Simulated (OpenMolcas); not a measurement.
**Se+: effect of the active space**

```json
{"Program": "OpenMolcas 26.06", "Method": "SS-CASPT2 or its RAS form, IPEA 0.25 Eh, imaginary shift 0.1 Eh", "Basis": "ANO-R2", "Scalar Hamiltonian": "X2C, finite nucleus", "Spin-orbit coupling": "RASSI with atomic mean-field integrals over the reference wave functions, term energies averaged over their components"}
```

A. 3 electrons in 3 orbitals (4p); 2S+1 = 4 odd, 1 root; 2S+1 = 2 odd, 8 roots; closed shells correlated: 3d 4s; CASPT2 step roughly 1.6 core-seconds
B. 5 electrons in 8 orbitals (4s 4p 5s 5p); 2S+1 = 4 odd, 1 root; 2S+1 = 2 odd, 8 roots; 2S+1 = 4 even, 3 roots; 2S+1 = 2 even, 9 roots; closed shells correlated: 3d; CASPT2 step roughly 14 core-seconds
C. 5 electrons in 9 orbitals (RAS2 4s 4p; RAS3 4d, at most 2 electrons); 2S+1 = 4 odd, 1 root; 2S+1 = 2 odd, 8 roots; 2S+1 = 4 even, 3 roots; 2S+1 = 2 even, 9 roots; closed shells correlated: 3d; CASPT2 step roughly 24 core-seconds

Energies in cm⁻¹ above 4s² 4p³ ⁴S°_3/2, the measured ground level; measured values from NIST Handbook of Basic Atomic Spectroscopic Data.

```
          Level      A      B      C  Measured
4s² 4p³ ⁴S°_3/2    0.0    0.0    0.0       0.0
4s² 4p³ ²D°_3/2  14140  14520  13980     13168
4s² 4p³ ²D°_5/2  14600  15030  14450     13784
4s² 4p³ ²P°_1/2  24660  24680  24160     23038
4s² 4p³ ²P°_3/2  25280  25270  24740     23895
```

Deviations, from unrounded energies. A percentage is the sum of absolute deviations over the sum of measured energies, with the sign that they share, or ± where signs differ.

```json
{"Against measurement": "mean absolute deviation (cm-1)", "Levels": "4", "A": "1200", "B": "1400", "C": "860"}
{"Against measurement": "other terms of the ground configuration (%)", "Levels": "4", "A": "+6.5", "B": "+7.6", "C": "+4.7"}
```

C lies closest to measurement on these levels and B furthest from it. The largest miss of C in the table is 4s² 4p³ ²P°_1/2, by +1100 cm-1. The ranking rests on the paired levels alone, and a cruder setting can come out closer through cancelling errors.

Among A to C the level of the table that moves most is 4s² 4p³ ²D°_5/2, by 580 cm-1 (lowest in C, highest in B). Moves below CASPT2's spread within the term are not significant.

CASPT2 does not keep the components of a term degenerate, so their means are used; among the terms shown or strongly mixed into the levels shown the widest spread is 180 cm-1 (4s² 4p³ ²D°, A). Over all roots computed the reference weight is 0.85 to 0.94 in B; the roots of lowest weight are the least certain, and an intruder state may touch them. With the s shell closed, the reference lacks s² → p² mixing (holds for A). Active for correlation alone: 5p 5s; no level in the range computed is led by a configuration that fills them, so any true level of that kind is missing (holds for B). The run also gave levels led by 4s² 4p² 4d, which use shells meant for correlation; these and all levels above them are left out (holds for C). Computed and measured levels are paired by configuration, term and J; levels that our copy of the source lacks, or whose pairing is in doubt (as where it misses far off the trend of its configuration), stay unpaired and out of the deviations. Levels of configurations outside the active space are missing. The table leaves out levels that lie high or whose names do not pair safely across all columns.

° marks odd parity.
